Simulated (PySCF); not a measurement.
## Nuclear quadrupole coupling in `CSc1pcpcp1`

Species: C₄H₅P₃S.
Numbering: `[CH3:1][S:2][c:3]1[p:4][cH:5][p:6][cH:7][p:8]1` (hydrogens: H9, H10, H11 on C1; H12 on C5; H13 on C7)

Geometry (PBE0-D3(BJ)/def2-SVP, Å), atoms numbered from 1 in this order:
```xyz
13
C4H5P3S angstrom
C      2.8312    0.3648    0.0056
S      1.8501   -1.0864   -0.4040
C      0.1876   -0.5753   -0.1835
P     -0.9064   -1.9099   -0.5595
C     -2.5023   -1.3242   -0.3168
P     -3.2156    0.1788    0.1806
C     -1.8603    1.2130    0.4465
P     -0.1414    1.0704    0.3314
H      2.6619    0.6886    1.0430
H      2.6218    1.2021   -0.6766
H      3.8765    0.0469   -0.1130
H     -3.2471   -2.1039   -0.5322
H     -2.1482    2.2235    0.7691
```

Field gradients from the PBE0/pcSseg-1 density (PySCF, non-relativistic), principal values in atomic units, ordered |Vxx| ≤ |Vyy| ≤ |Vzz|:

| atom | Vxx | Vyy | Vzz |
| --- | --- | --- | --- |
| S2 | 0.1906 | 2.2989 | -2.4895 |

Q: Find the asymmetry η = (Vxx − Vyy)/Vzz and the couplings χ = eQV/h (234.96 MHz × Q in barn × V in au), with Q(33S) = −0.0678 b.

A: 
| atom | environment | nucleus | η | χzz (MHz) | χxx (MHz) | χyy (MHz) |
| --- | --- | --- | --- | --- | --- | --- |
| S2 | sulfide sulfur | 33S | 0.85 | 39.66 | -3.04 | -36.62 |

Q: What is Vzz at S2 in SI units (1 au = 9.71736 × 10²¹ V/m²)?

A: -2.4895 au = -24.191 × 10²¹ V/m².

Q: What couplings would deuterons (Q(2H) = 0.00286 b) have in place of the hydrogens, at this geometry?

A: 
| atom | bonded to | bond length (Å) | Vzz (au) | η | χzz (kHz) |
| --- | --- | --- | --- | --- | --- |
| H9 | C1 | 1.100 | 0.2872 | 0.04 | 193 |
| H10 | C1 | 1.100 | 0.2869 | 0.04 | 193 |
| H11 | C1 | 1.099 | 0.2910 | 0.06 | 196 |
| H12 | C5 | 1.100 | 0.2950 | 0.08 | 198 |
| H13 | C7 | 1.099 | 0.2957 | 0.08 | 199 |

Isolated species at its PBE0-D3(BJ)/def2-SVP geometry (one conformer only). With so small a basis the couplings can be 20 % off.
